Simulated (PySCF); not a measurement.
Geometries of 2 isomers of C4H5NSe, from PBE0-D3(BJ)/def2-SVP geometry optimisation, gas phase (PySCF 2.14.0). One conformer each, no zero-point energy, no frequencies.

Question: Which is lower in electronic energy at this level?
A.
```xyz
11
angstrom
C     -1.727   -0.027    0.013
C     -0.272    0.305   -0.103
C      0.773   -0.639    0.201
C      2.024   -0.124    0.027
Se     1.883    1.627   -0.545
N      0.081    1.503   -0.496
H     -1.984   -0.310    1.046
H     -2.331    0.841   -0.278
H     -1.989   -0.878   -0.637
H      0.578   -1.660    0.535
H      2.976   -0.631    0.187
```
B.
```xyz
11
angstrom
N     -2.360    1.042   -1.140
C     -1.655    0.204   -0.766
C     -0.742   -0.824   -0.279
C      0.478   -0.250    0.461
C      1.330    0.619   -0.400
Se     3.050    0.430   -0.659
H     -0.413   -1.433   -1.137
H     -1.302   -1.493    0.392
H      0.118    0.360    1.311
H      1.074   -1.076    0.875
H      0.799    1.442   -0.903
```

Answer: A. That is `c1cc(n[se]1)C`, 22.5 kcal/mol below the other.

| SMILES | atoms numbered as above | E (Eh) | relative (kcal/mol) | relative (kJ/mol) | dipole (D) |
| --- | --- | --- | --- | --- | --- |
| Cc1cc[se]n1 | [CH3:1][c:2]1[cH:3][cH:4][se:5][n:6]1 | -2610.75171 | 0.0 | 0.0 | 2.19 |
| N#CCCC=[Se] | [N:1]#[C:2][CH2:3][CH2:4][CH:5]=[Se:6] | -2610.71580 | 22.5 | 94.3 | 3.12 |

As drawn, the lower has an aromatic ring, which the higher lacks; the higher has a C≡N group, which the lower lacks.
